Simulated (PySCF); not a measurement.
I4Ti (SMILES [I][Ti]([I])([I])[I]), singlet, geometry from GFN2-xTB (such geometries of metal compounds can be far from the true shape) (all electrons, no relativity).

Here is a job for PySCF.
```python
from pyscf import gto, scf, dft

mol = gto.M(
    atom='''
Ti   -0.000000    0.000000   -0.000000
I     2.095241   -0.595467   -1.496032
I     0.787832    0.442030    2.483275
I    -1.173643    2.168196   -0.950901
I    -1.709430   -2.014759   -0.036342
''',
    basis='3-21g',
    charge=0,
    spin=0,
    verbose=4,
)

mf = dft.RKS(mol)
mf.xc = 'revpbe'
mf.kernel()
```

Task: What Mulliken (on the basis functions themselves) charges in atom order does REVPBE/3-21G (PySCF) give?

Result: Ti1 0.13, I2 -0.03, I3 -0.03, I4 -0.03, I5 -0.03

Task: Predict the total energy from REVPBE/3-21G.

Result: -28403.9517 Eh

Task: Predict the number of basis functions from REVPBE/3-21G.

Result: 151

Task: Give the HOMO-LUMO gap at the level REVPBE/3-21G.

Result: 2.16 eV

Task: Predict the nuclear repulsion energy from REVPBE/3-21G.

Result: 3000.8426 Eh

Task: What HOMO energy does REVPBE/3-21G give?

Result: -6.81 eV

Task: Roughly what does it cost on one core?

Result: around 25 core-seconds (rough).
